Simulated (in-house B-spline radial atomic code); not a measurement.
Computed with a B-spline radial atomic code. Model: two electrons, singlet ground state, non-relativistic, full CI in B-splines with partial waves to l = 8 (at full coupling up to 3e-4 hartree above the limit, correlation up to 0.6 % small), density held at that of full coupling by Lieb maximisation.

W(λ) is the mean repulsion in the state of coupling λ less the Hartree energy of the fixed density. Its start is exact exchange, its initial slope is twice the second-order Görling-Levy correlation energy, and its area from 0 to 1 is E_xc. A straight curve means weak, dynamic correlation, and a curve that drops fast and flattens means strong correlation.

Command:
```bash
python run_ac.py task.json out
```
Settings (lengths in bohr, energies in hartree):
```
potential              coulomb
strength               6.46
lmax                   8
wall_radius            0.403
```

Time taken, with all properties: 0.9 s on 1 thread of Intel(R) Xeon(R) Processor @ 2.30GHz, on a shared host.

**W = mean repulsion less Hartree energy, and W of three functionals.**

Given: confinement point charge; nuclear charge 6.46; hard wall radius 0.403 bohr; external potential -Z/r.

Computed: LDA exchange minus exact 799.76 millihartree; SCAN exchange minus exact 21.022 millihartree.

```tsv
coupling	W xc (hartree)	W xc minus exchange (millihartree)	kinetic minus Kohn-Sham (millihartree)	LDA (PW92) W minus its exchange (millihartree)	PBE W minus its exchange (millihartree)	SCAN W minus its exchange (millihartree)
0	-5.4811	0	0	0	0	0
0.02	?	?	?	?	?	?
0.05	-5.4858	-4.718	0.1	-34.65	-6.2	-4.77
0.12	-5.4924	-11.29	0.6	-70.41	-14.91	-11.36
0.25	-5.5045	-23.386	2.8	-124.91	-31.03	-23.39
0.4	-5.5183	-37.175	7.3	-178.1	-49.48	-37.01
0.6	-5.5364	-55.284	16.4	-239.71	-73.74	-54.79
0.8	-5.5542	-73.085	28.8	-294.32	-97.57	-72.17
1	-5.5717	-90.584	44.6	-343.93	-120.92	-89.2
1.4	?	?	?	?	?	?
2	-5.6549	-173.79	168.8	-546.23	-230.8	-169.63
3	-5.7315	-250.42	359.9	-704.05	-330.11	-243.39
4.5	-5.8357	-354.54	748.8	-894.59	-462.51	-343.77
7	-5.985	-503.91	1601.9	-1140.1	-648.89	-489.12
10	-6.133	-651.85	2852	-1364.6	-831.34	-635.6
```

Problem. What belongs in the row 0.02?

Solution. W xc (hartree): -5.483; W xc minus exchange (millihartree): -1.89; kinetic minus Kohn-Sham (millihartree): 0; LDA (PW92) W minus its exchange (millihartree): -16.11; PBE W minus its exchange (millihartree): -2.48; SCAN W minus its exchange (millihartree): -1.92.

Problem. What belongs in the row 1.4?

Solution. W xc (hartree): -5.6058; W xc minus exchange (millihartree): -124.71; kinetic minus Kohn-Sham (millihartree): 85.5; LDA (PW92) W minus its exchange (millihartree): -432.34; PBE W minus its exchange (millihartree): -166.24; SCAN W minus its exchange (millihartree): -122.26.

Problem. What is the PBE exchange minus exact?

Solution. 218.1 millihartree.

**Energy parts, natural occupations and partial-wave weights.**

Computed: total energy -24.5482 hartree; correlation energy -0.046007 hartree; kinetic part of the DFT correlation energy 0.044577 hartree; initial slope twice GL2 -0.09456 hartree; kinetic part over minus potential part 0.4921; Hartree energy 10.962 hartree; Kohn-Sham kinetic 76.09 hartree.

```json
{"natural": "s", "occupation of the shell (electrons)": "1.9994"}
{"natural": "p", "occupation of the shell (electrons)": "?"}
{"natural": "s", "occupation of the shell (electrons)": "7.3072e-05"}
{"natural": "d", "occupation of the shell (electrons)": "2.9143e-05"}
{"natural": "p", "occupation of the shell (electrons)": "8.7163e-06"}
{"natural": "f", "occupation of the shell (electrons)": "4.0363e-06"}
```

Problem. What belongs in the row p?

Solution. occupation of the shell (electrons): 0.0005279.

| wave | weight |
| --- | --- |
| s | 0.99971 |
| p | 0.00026859 |
| d | ? |
| f | 2.2461e-06 |
| g | 5.397e-07 |

Problem. What belongs in the row d?

Solution. weight: 1.5503e-05.

Problem. What is the Lieb Oxford ratio E_xc over LDA exchange?

Solution. 1.1807.

Problem. What is the exchange energy?

Solution. -5.4811 hartree.

Half-way to full coupling W has made 51 % of its drop, against 50 % for a straight line, and second-order (GL2) theory, half the initial slope, overshoots the correlation energy by about 3 %: correlation is weak here. Over couplings 0 to 1 the errors in E_xc come to about +647 millihartree for LDA, +203 millihartree for PBE, +21 millihartree for SCAN, so SCAN is nearest. In LDA and PBE the errors of exchange and correlation have opposite signs, so the sum is smaller than the larger of the two.
